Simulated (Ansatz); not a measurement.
Cost and result for the atomization energy of C3H6AlN (11 atoms, 11 bonds).

```xyz
11

C     0.6696    0.5833    1.2629
C     0.3235   -0.2639    0.0803
Al   -1.4385   -0.9051   -0.5502
C     0.8465    0.0995   -1.1910
N    -0.3254    0.5101   -1.4524
H     1.2592   -0.0447    1.9415
H    -0.2257    0.8801    1.8138
H     1.2570    1.4741    1.0259
H    -2.7077   -0.4051    0.2631
H    -1.4565   -2.1756   -1.4952
H     1.7980    0.2472   -1.6987
```

The species carries charge 0 and has multiplicity 1. The bonds changed during the relaxation, so this is another structure than the one it started from. Geometry: relaxed with PBE0-D4/def2-TZVP. Program: Ansatz. All runs use 4 threads of an Arm Neoverse V2 on a shared host. Times are those of one run each, without the atoms' runs, and a repeat can differ threefold. Electronic energies, without spin–orbit coupling; frozen cores. CCSD(T)/CBS adds CCSD(T) − MP2 in def2-TZVPP to the MP2 limit, and its time is that of the two runs behind it. T1 = 0.019. B3LYP takes the VWN-RPA correlation (the form of Gaussian; ORCA's B3LYP/G).

CCSD(T)/CBS is a level of theory with its own doubt, some kJ/mol a heavy atom from the limit and from the frozen cores, so smaller differences don't rank the functionals.

```
                             level  functions  wall time
   PBE-D4/def2-TZVPP (with forces)        250      2.2 s
                PBE0-D4/def2-TZVPP        250      2.5 s
 B3LYP-D4/def2-TZVPP (with forces)        250        4 s
r2SCAN-D4/def2-TZVPP (with forces)        250      4.4 s
                 B2PLYP/def2-TZVPP        250      4.9 s
                ωB97X-V/def2-TZVPP        250        7 s
  ωB97M-V/def2-TZVPP (with forces)        250       11 s
                    MP2/def2-QZVPP        478       20 s
                CCSD(T)/def2-TZVPP        250      100 s
                 CCSD(T)/CBS(def2)          –      2 min
```

**Question.** What atomization energy does each give, and how far from CCSD(T)/CBS? (Best estimate.)

**Answer.** Ansatz gave: 
| level | atomization (kJ/mol) | difference from CCSD(T)/CBS | per bond |
| --- | --- | --- | --- |
| PBE-D4/def2-TZVPP (with forces) | 4180.6 | 124.4 | 11.3 |
| PBE0-D4/def2-TZVPP | 4082.5 | 26.3 | 2.4 |
| B3LYP-D4/def2-TZVPP (with forces) | 4064.5 | 8.3 | 0.7 |
| r2SCAN-D4/def2-TZVPP (with forces) | 4078.6 | 22.4 | 2.0 |
| B2PLYP/def2-TZVPP | 4023.2 | -33.0 | -3.0 |
| ωB97X-V/def2-TZVPP | 4070.0 | 13.8 | 1.2 |
| ωB97M-V/def2-TZVPP (with forces) | 4072.0 | 15.8 | 1.4 |
| MP2/def2-QZVPP | 4084.0 | 27.8 | 2.5 |
| CCSD(T)/def2-TZVPP | 3946.3 | -109.9 | -10.0 |
| CCSD(T)/CBS(def2) | 4056.2 | 0.0 | 0.0 |

From PBE to PBE0 (25 % exact exchange), in def2-TZVPP and without D4, the atomization energy moves by −94.6 kJ/mol: exact exchange takes away binding that semilocal exchange gives to molecules. In def2-TZVPP, CCSD(T) changes the Hartree–Fock value by +1100.7 kJ/mol (the triples alone add +82.1 kJ/mol) and MP2 by +1172.9 kJ/mol; breaking electron pairs costs correlation energy, which Hartree–Fock lacks. The D4 term adds +36.2 kJ/mol with B3LYP and +18.9 kJ/mol with PBE0; it sums over pairs of atoms, weighted by their polarisabilities, and B3LYP, whose exchange is more repulsive, gets the larger term.
